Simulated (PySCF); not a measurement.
SMILES C#CCCBr, PBE/def2-SVP optimised geometry.

```
10

C      2.04    -0.77     0.00
C      0.82    -0.77     0.00
C     -0.64    -0.72    -0.01
C     -1.16     0.71    -0.22
Br    -3.12     0.77    -0.24
H      3.12    -0.78     0.00
H     -1.04    -1.12     0.95
H     -1.04    -1.38    -0.81
H     -0.83     1.38     0.59
H     -0.82     1.12    -1.19
```

Density from PBE/def2-TZVP in PySCF 2.14.0 at that geometry.

Minimum of the electron density along straight lines between bonded atoms, close to the bond critical point (lines longer than 1.1 times the sum of covalent radii, or with two minima, are not listed):

```json
[
 {"bond": "C1–C2", "length / Å": "1.223", "ρ at the minimum / e bohr⁻³": "0.398", "∇²ρ there / e bohr⁻⁵": "-1.06", "position (fraction from the first atom)": "0.49"},
 {"bond": "C2–C3", "length / Å": "1.462", "ρ at the minimum / e bohr⁻³": "0.266", "∇²ρ there / e bohr⁻⁵": "-0.68", "position (fraction from the first atom)": "0.53"},
 {"bond": "C3–C4", "length / Å": "1.534", "ρ at the minimum / e bohr⁻³": "0.240", "∇²ρ there / e bohr⁻⁵": "-0.56", "position (fraction from the first atom)": "0.49"},
 {"bond": "C4–Br5", "length / Å": "1.963", "ρ at the minimum / e bohr⁻³": "0.144", "∇²ρ there / e bohr⁻⁵": "-0.12", "position (fraction from the first atom)": "0.45"},
 {"bond": "C1–H6", "length / Å": "1.081", "ρ at the minimum / e bohr⁻³": "0.277", "∇²ρ there / e bohr⁻⁵": "-0.98", "position (fraction from the first atom)": "0.66"},
 {"bond": "C3–H7", "length / Å": "1.112", "ρ at the minimum / e bohr⁻³": "0.266", "∇²ρ there / e bohr⁻⁵": "-0.87", "position (fraction from the first atom)": "0.65"},
 {"bond": "C3–H8", "length / Å": "1.112", "ρ at the minimum / e bohr⁻³": "0.266", "∇²ρ there / e bohr⁻⁵": "-0.87", "position (fraction from the first atom)": "0.65"},
 {"bond": "C4–H9", "length / Å": "1.106", "ρ at the minimum / e bohr⁻³": "0.274", "∇²ρ there / e bohr⁻⁵": "-0.93", "position (fraction from the first atom)": "0.65"},
 {"bond": "C4–H10", "length / Å": "1.106", "ρ at the minimum / e bohr⁻³": "0.274", "∇²ρ there / e bohr⁻⁵": "-0.93", "position (fraction from the first atom)": "0.65"}
]
```
